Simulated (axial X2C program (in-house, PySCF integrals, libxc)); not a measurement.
Values are calculated unless marked as measured or tabulated.
## ZrBr⁺: input and output

Program: an in-house all-electron X2C program for linear molecules (integrals from PySCF).

The run was started with this input:
```json
{"zs": [40, 35], "q": 1, "bas": ["dyall-cv3z", "dyall-cv3z"], "levels": ["PBE0", "HF", "BLYP"], "cc": true, "r0": 2.68, "thr": -1.0, "nmax": 90, "npts": 10, "nst": 2, "ntry": 6}
```
```bash
python so2c.py task.json out
```

Keys: zs atomic numbers; q charge; bas basis sets; levels methods; cc coupled cluster on or off; r0 starting distance in Å; thr threshold in hartree for freezing inner shells (an s shell follows its p shell); nmax most natural virtual spinors; npts points on the curve; nst determinants followed; ntry starts of the search. HF also brings MP2.

Output of the BLYP step, without spin–orbit coupling, at R = 2.378 Å for the state M_S = 1, Λ = 2. It starts from PBE0 orbitals of this distance.

```
spin-free X2C-1e  BLYP
basis functions 263  fitting functions 1311  grid points 5807
iter        total energy     max residual
   1      -6204.703650447     1.21e-01
   2      -6204.707913333     1.42e-02
   3      -6204.673185614     3.55e-02
   4      -6204.713084426     2.07e-03
   5      -6204.713233317     9.05e-04
   6      -6204.713234120     6.37e-04
   7      -6204.713245180     6.59e-05
   8      -6204.713245220     3.11e-05
   9      -6204.713245248     5.06e-06
  10      -6204.713245248     2.32e-06
converged
one-electron -9196.44605418  Coulomb 2888.30713254  exact exchange 0.00000000  xc functional -208.11683635  nuclear repulsion 311.54251274
```
Energies are in hartree; totals compare only within one Hamiltonian and basis.
